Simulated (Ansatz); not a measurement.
`N[CH]([SiH3])[SnH3]`, charge 0, multiplicity 1.

Give a relaxed structure at PBE0-D4/def2-TZVP (Ansatz). (An estimate is asked.)

Computed: 
Z-matrix (Å, degrees):
```
C
Si 1 1.878
Sn 1 2.167 2 113.5
N 1 1.470 2 114.5 3 123.1
H 1 1.095 2 109.4 3 -115.0
H 2 1.491 1 109.1 3 -59.2
H 2 1.490 1 112.2 3 61.3
H 2 1.492 1 110.0 3 -177.1
H 3 1.710 1 111.2 2 -40.0
H 3 1.706 1 109.7 2 -161.7
H 3 1.710 1 106.9 2 79.3
H 4 1.015 1 111.0 2 59.2
H 4 1.013 1 111.0 2 -59.3
```
This is one stationary point; other conformers may exist.
